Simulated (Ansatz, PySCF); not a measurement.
System: carbon diselenide, CSe2, charge 0, multiplicity 1. SMILES: [Se]=C=[Se]
Structure (B3LYP-D3(BJ)/def2-TZVP (Ansatz, a program for electronic structure) minimum search):
```
C
Se 1 1.6965
Se 1 1.6965 2 180.00
```
Charge 0, spin multiplicity 1.

Wanted: atomisation energy (electronic, to ground-state atoms), in kcal/mol. Correlated levels leave the core frozen unless marked. UHF or UKS for open shells. No spin-orbit coupling. The frozen core is the preceding noble-gas configuration, with the filled d and f shells of earlier blocks. Non-relativistic. The coupled-cluster limit lacks core correlation, which all-electron functionals hold. CBS(X,Y): correlation extrapolated as X^-3; Hartree-Fock from the larger set. The bracket is a focal-point correction in the basis named.

| level | program | atomisation energy (kcal/mol) | minus last row | rough core time |
|---|---|---|---|---|
| HF/aug-cc-pVQZ | Ansatz | 117.7 | -114.3 | under 20 s |
| PBE-D3(BJ)/def2-TZVPD | Ansatz + dftd3 | 258.7 | 26.7 | under 20 s |
| BLYP-D3(BJ)/def2-TZVPD | Ansatz + dftd3 | 247.0 | 15.0 | under 20 s |
| TPSSh-D4/def2-TZVPD | PySCF + dftd4 | 240.3 | 8.3 | - |
| LC-wPBE-D3(BJ)/def2-TZVPD | Ansatz + dftd3 | 220.4 | -11.6 | under 20 s |
| LC-wPBE-D4/def2-TZVPD | Ansatz + dftd4 | 220.7 | -11.3 | under 20 s |
| B2GP-PLYP-D3(BJ)/def2-TZVPD | Ansatz + dftd3 | 234.6 | 2.6 | under 20 s |
| SCS-MP2/cc-pVQZ | Ansatz | 236.1 | 4.1 | - |
| RI-MP2/CBS(cc-pVTZ,cc-pVQZ)+[CCSD(T)-MP2]/cc-pVTZ | Ansatz | 232.3 | 0.3 | under 20 s |
| CCSD(T)/CBS(cc-pVTZ,cc-pVQZ) | Ansatz | 232.0 | 0.0 | 28 s |

Core times are rough, on shared machines, summed over the molecules involved; a dash marks a level read off another run, or run on other hardware, by another program or under a memory cap.
